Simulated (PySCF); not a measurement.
Selenium: a sound run and one with changed settings

Sound run: Se⁺ [Ar] 3d10 4s2 4p3, Se²⁺ [Ar] 3d10 4s2 4p2. Computed with PySCF 2.14 in def2-SVP (5s4p3d, 32 functions), with no relativity, point nucleus. The sound run starts from symmetry-adapted Hartree-Fock orbitals and uses a fine grid where one is needed.

Changed run: 26 angular points. This setting is unsound on purpose.

```tsv
species	method	sound run (hartree)	changed run (hartree)	converged
Se⁺	UHF	-2399.21494	-2399.21494	yes
Se⁺	TPSS	-2400.77245	-2400.77245	yes
Se⁺	MN15	-2401.14860	-2401.14860	yes
Se²⁺	UHF	-2398.44768	-2398.44768	yes
Se²⁺	TPSS	-2399.98613	-2399.98626	yes
Se²⁺	MN15	-2400.35979	-2400.35936	yes
```

Ionisation energy of Se⁺:

| method | sound run (eV) | changed run (eV) |
| --- | --- | --- |
| UHF | 20.878 | 20.878 |
| TPSS | 21.397 | 21.393 |
| MN15 | 21.465 | 21.476 |

A coarse angular grid integrates products of high-l functions wrongly, so density functionals can shift, and the SCF can exploit the error; Hartree-Fock and MP2 need no grid.

For comparison, NIST gives 21.196 ± 0.01 eV between the lowest levels.
